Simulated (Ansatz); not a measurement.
Low-lying states of CoH

Program: Ansatz, Gaussian basis, development build. State-averaged CASSCF with equal weights; occupations are averaged over the states; levels count from the state that is lowest in CASSCF. Small basis; these aren't basis-limit values. Solutions may break the symmetry of the shape. The lowest solution met needn't be the lowest there is, nor hold the orbitals that a chemist would pick. The average may hold one member of a degenerate pair alone.

Geometry: bond length 1.5310 Å.

Basis def2-SVP, nonrelativistic, 9 orbitals frozen in the corrections; active space CAS(10,7). Averaged: 2 triplets.

(1) Give the levels in order.

Geometry: bond length 2.2965 Å. A bond is stretched, to 1.46 times the sum of the covalent radii.

Basis def2-SVP, nonrelativistic, 5 orbitals frozen in the corrections; active space CAS(10,7). Averaged: 2 triplets.

(2) Give the levels in order.

Results:

(1) 

```json
{"state": "triplet", "CASSCF (eV)": "0.000", "SC-NEVPT2 (eV)": "0.000"}
{"state": "triplet", "CASSCF (eV)": "0.013", "SC-NEVPT2 (eV)": "0.013"}
```

Occupations: 2.00, 1.65, 1.65, 1.53, 1.35, 1.35, 0.47.

(2) 

```tsv
state	CASSCF (eV)	SC-NEVPT2 (eV)
triplet	0.000	0.000
triplet	0.035	0.015
```

Occupations: 2.00, 1.93, 1.56, 1.44, 1.21, 1.06, 0.79.
